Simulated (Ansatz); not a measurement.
Total energies of the cluster AlO₃H₃ from Ansatz at CCSD(T)/def2-TZVPP, gas phase (1 Eh = 27.2114 eV = 2625.5 kJ/mol). The reference geometry is relaxed at PBE0-D4/def2-TZVP.

Cartesian coordinates in Å:
```
Al 0.000 0.000 0.001
O 0.669 -1.504 -0.376
O -1.677 0.185 0.067
O 1.009 1.318 0.312
H -2.097 1.018 0.274
H 0.135 -2.275 -0.561
H 1.962 1.257 0.283
```

| state | geometry | energy (Eh) |
| --- | --- | --- |
| charge 0 singlet | reference | -469.39151 |
| charge 1 doublet | reference | -468.94810 |
| free Al atom (doublet) | – | -241.92630 |
| free O atom (triplet) | – | -74.97674 |
| free H atom (doublet) | – | -0.49981 |

Correlated methods freeze 8 core orbitals.

(1) Work out the vertical ionisation energy to the doublet.

(2) What is the binding energy per atom against free atoms?

(1) E(charge 1 doublet) − E(charge 0 singlet) = -468.94810 − (-469.39151) = 0.44341 Eh = 12.07 eV.

(2) Atoms: 1 × (-241.92630) + 3 × (-74.97674) + 3 × (-0.49981) = -468.35595 Eh. Binding: -468.35595 − (-469.39151) = 1.03556 Eh = 28.18 eV, or 4.03 eV for each of 7 atoms (no zero-point energy, no counterpoise term).

The structure comes from a short search, and lower isomers may exist.
